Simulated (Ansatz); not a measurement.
Basis-set extrapolation for `CO[SiH](C)F` (PBE0-D4/def2-TZVP geometry, frozen core, Ansatz 0.2.0). Multiplicity 1, RHF reference.

```csv
,def2-TZVPP,def2-QZVPP
HF,-543.294880,-543.316933
MP2 correlation,-0.958794,-1.034590
CCSD(T) correlation,-1.031794,not run
```

Energies in hartree. Use E(X) = E(∞) + A·exp(−7.88·√X) for Hartree–Fock and E(X) = E(∞) + B·X^(−2.97) for correlation, with X = 3 and 4, and add CCSD(T) minus MP2 of the smaller set to the MP2 limit.

Question: What is the CCSD(T) energy at the basis-set limit?

Answer: HF limit: -543.316933 + (-0.022053) × 0.13774 = -543.31997. MP2 limit: -1.034590 + (-0.075796) × 0.74074 = -1.09074. Higher-order term: -1.031794 − (-0.958794) = -0.07300. Total: -544.48371 hartree, 98.5 kcal/mol below CCSD(T)/def2-TZVPP.
